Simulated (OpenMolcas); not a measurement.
In II: effect of the active space

```json
{"Program": "OpenMolcas", "Method": "CASSCF or its RAS form", "Basis": "ANO-RCC", "Scalar Hamiltonian": "DKH2, point nucleus", "Spin-orbit coupling": "RASSI with atomic mean-field integrals over the reference wave functions, term energies averaged over their components"}
```

A. 2 electrons in 8 orbitals (5s 5p 6s 6p); 2S+1 = 3 even, 3 roots; 2S+1 = 1 even, 7 roots; 2S+1 = 3 odd, 3 roots; 2S+1 = 1 odd, 3 roots; cost about 60 core-seconds
B. 2 electrons in 9 orbitals (RAS2 5s 5p; RAS3 5d, at most 2 electrons); 2S+1 = 3 even, 3 roots; 2S+1 = 1 even, 6 roots; 2S+1 = 3 odd, 3 roots; 2S+1 = 1 odd, 3 roots; cost roughly 60 core-seconds

Energies in cm⁻¹ above 5s² ¹S₀, the measured ground level; measured values from NIST Handbook of Basic Atomic Spectroscopic Data.

```json
{"Level": "5s² ¹S₀", "A": "0.0", "B": "0.0", "Measured": "0.0"}
{"Level": "5s 5p ³P°₀", "A": "37882", "B": "35746", "Measured": "42276"}
{"Level": "5s 5p ³P°₁", "A": "38821", "B": "36670", "Measured": "43351"}
{"Level": "5s 5p ³P°₂", "A": "40824", "B": "38684", "Measured": "45830"}
{"Level": "5s 5p ¹P°₁", "A": "66573", "B": "61024", "Measured": "63038"}
```

Deviations, from unrounded energies. A percentage is the sum of absolute deviations over the sum of measured energies, with the sign that they share, or ± where signs differ.

```
           Against measurement  Levels     A      B
mean absolute deviation (cm-1)       4  4400   5600
      other configurations (%)       4  ±9.0  -11.5
```

A lies closest to measurement on these levels. The largest miss of A in the table is 5s 5p ³P°₂, by -5000 cm-1. The ranking rests on the paired levels alone, and a cruder setting can come out closer through cancelling errors.

Between A and B the level of the table that moves most is 5s 5p ¹P°₁, by 5500 cm-1 (lowest in B, highest in A).

Without dynamic correlation excited terms often stand tens of per cent too high (terms of higher spin than the ground term too low), and those without a measured partner can miss by more than the paired ones. The run also gave levels led by 5s 6s, which use shells meant for correlation; these and all levels above them are left out (holds for A). The run also gave levels led by 5s 5d, which use shells meant for correlation; these and all levels above them are left out (holds for B). Computed and measured levels are paired by configuration, term and J; levels that our copy of the source lacks, or whose pairing is in doubt (as where it misses far off the trend of its configuration), stay unpaired and out of the deviations. Only configurations of the active space appear. Levels that lie high or do not pair safely by name in every column are left out.

° marks odd parity.
